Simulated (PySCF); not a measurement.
## Static response to an electric field

C₄H₉F₂N.
Structure used (GFN2-xTB), in Å, numbered top down from 1:
```xyz
16
C4H9F2N angstrom
C      2.0536    0.1830   -0.3197
N      0.7922   -0.4753   -0.6016
C     -0.2775   -0.2525    0.3424
C     -1.3936   -1.2642    0.0847
C     -0.8695    1.1717    0.2815
F     -0.0079    2.0971    0.7747
F     -1.9871    1.2765    1.0424
H      2.0095    1.2784   -0.3374
H      2.7794   -0.1483   -1.0603
H      2.3961   -0.1317    0.6655
H      0.4831   -0.2631   -1.5450
H      0.1289   -0.3974    1.3501
H     -0.9799   -2.2665    0.1324
H     -1.8218   -1.1112   -0.9036
H     -2.1799   -1.1647    0.8272
H     -1.1331    1.4771   -0.7447
```

Level: PBE0/def2-SVPD (PySCF), static field, nuclei fixed, core orbitals frozen in the response. The polarisability tensor in these axes (au):

```
x   66.75  2.66 -2.52
y    2.66 59.87  1.42
z   -2.52  1.42 55.60
```

What are the eigenvalues, a third of the trace, and Δα (Δα² = ½Σ(αi − αj)² over the three pairs)?

Principal values 54.32, 59.93 and 67.97 au; mean 60.74 au = 9.00 Å³ = 10.02 × 10⁻⁴⁰ C²·m²/J; Δα = 11.88 au (20 % of the mean).

What is the dipole moment, and where does it point?

(0.38, -0.80, -1.57) D, 1.81 D in size, pointing from the negative to the positive side. Measured along this direction, the outermost atoms are F7 at the negative end and H9 and H11 at the positive end.

Find the Langevin capture rate constant for O2+ (31.990 u) meeting this molecule (109.070 u), k = 2.342 × 10⁻⁹ cm³/s × √(α in Å³ / reduced mass in u).

The reduced mass is 24.74 u, so k = 1.41 × 10⁻⁹ cm³/s. The formula leaves out the permanent dipole, which adds to the capture rate.

What would n − 1 = 2πNα be for an ideal gas of these molecules at 350 K and 1 atm, electronic part alone?

N = p/kT = 2.0968 × 10¹⁹ cm⁻³, so n − 1 = 2π × N × 9.00 × 10⁻²⁴ cm³ = 1186 × 10⁻⁶ at long wavelengths.

In a dilute gas of rigid molecules at 273 K, how does the orientational term μ²/3kT compare with the electronic polarisability?

In Gaussian units μ²/3kT = 28.81 Å³ against 9.00 Å³, a ratio of 3.20; the Debye molar polarisation (4π/3)N_A(α + μ²/3kT) is 95.4 cm³/mol, leaving out the vibrational part.

Isolated species at its GFN2-xTB geometry (one conformer only).
